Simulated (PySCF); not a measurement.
Computed with PBE0-D3(BJ)/def2-TZVP in PySCF. Isolated molecules, 0 K electronic values unless said otherwise. One relaxed conformer stands for a flexible species; it need not be the lowest. Delta-SCF ions had no search for a lower state. Excitations are Tamm–Dancoff values on a coarser integration grid. The basis has no diffuse functions, so Rydberg states are missing or too high.

Reference species (SMILES): `[SiH]1(C=CC=C1)S` (H–S–Si–C torsion 54°) (neutral, multiplicity 1).

The vertical ionisation energy (Delta-SCF) comes out as 8.69 eV and the HOMO–LUMO gap is 5.03 eV. The brightest of the four lowest singlets (TDA) is 4.68 eV.

Changed species: `C1(S)=C[SiH2]C=C1` (H–S–C–C torsion 180°).

### Question
Predict the effect on the vertical ionisation energy (Delta-SCF), HOMO–LUMO gap and brightest of the four lowest singlets (TDA).

### Answer
the vertical ionisation energy (Delta-SCF) falls by 0.47 eV, to 8.22 eV; the HOMO–LUMO gap drops by 0.22 eV, to 4.81 eV; the brightest of the four lowest singlets (TDA) goes up by 0.85 eV, to 5.53 eV.
